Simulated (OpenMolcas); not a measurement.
As: effect of the IPEA shift

* Program: OpenMolcas 26.06
* Basis: ANO-R3 [7s6p5d3f2g]
* Scalar Hamiltonian: X2C, finite nucleus
* Active space: 3 electrons in 3 orbitals (4p)
* State averaging: 2S+1 = 4 odd, 1 root; 2S+1 = 2 odd, 8 roots
* Spin-orbit coupling: RASSI with atomic mean-field integrals over the reference wave functions, term energies averaged over their components

Methods on the same reference wave functions:
A. CASSCF
B. SS-CASPT2, IPEA 0 Eh, imaginary shift 0.1 Eh (closed shells correlated: 3d 4s)
C. SS-CASPT2, IPEA 0.25 Eh, imaginary shift 0.1 Eh (closed shells correlated: 3d 4s)

Energies in cm⁻¹ above 4s² 4p³ ⁴S°_3/2, the measured ground level; measured values from NIST Handbook of Basic Atomic Spectroscopic Data.

```tsv
Level	A	B	C	Measured
4s² 4p³ ⁴S°_3/2	0.0	0.0	0.0	0.0
4s² 4p³ ²D°_3/2	14504	11690	11420	10593
4s² 4p³ ²D°_5/2	14686	11900	11630	10915
4s² 4p³ ²P°_1/2	24248	19810	19550	18186
4s² 4p³ ²P°_3/2	24491	20100	19850	18648
```

Deviations, from unrounded energies. A percentage is the sum of absolute deviations over the sum of measured energies, with the sign that they share, or ± where signs differ.

```tsv
Against measurement	Levels	A	B	C
mean absolute deviation (cm-1)	4	4900	1300	1000
other terms of the ground configuration (%)	4	+33.6	+8.8	+7.0
```

C lies closest to measurement on these levels and A furthest from it. The largest miss of C in the table is 4s² 4p³ ²P°_1/2, by +1400 cm-1. The ranking rests on the paired levels alone, and a cruder setting can come out closer through cancelling errors.

Between B and C the level of the table that moves most is 4s² 4p³ ²D°_5/2, by 270 cm-1 (lowest in C, highest in B). Moves below CASPT2's spread within the term are not significant.

From A to B the spin-free energies of the other terms of 4s² 4p³ shown, above ⁴S°, scale by factors of 0.81 to 0.82.

The lowest spin-free term lies below A's lowest term by 0.586 hartree in B, 0.574 hartree in C.

Term energies are means over components that CASPT2 splits; among the terms shown or strongly mixed into the levels shown the widest spread is 180 cm-1 (4s² 4p³ ²D°, C). With the s shell closed, the reference lacks s² → p² mixing. Without dynamic correlation excited terms often stand tens of per cent too high (terms of higher spin than the ground term too low), and those without a measured partner can miss by more than the paired ones (holds for A). Measured partners are found by configuration, term and J. A level has none where our copy of the source lacks it or the pairing is in doubt (some pairs that miss far off the trend of their configuration count as doubtful), and it then counts in no deviation. Only configurations of the active space appear.

° marks odd parity.
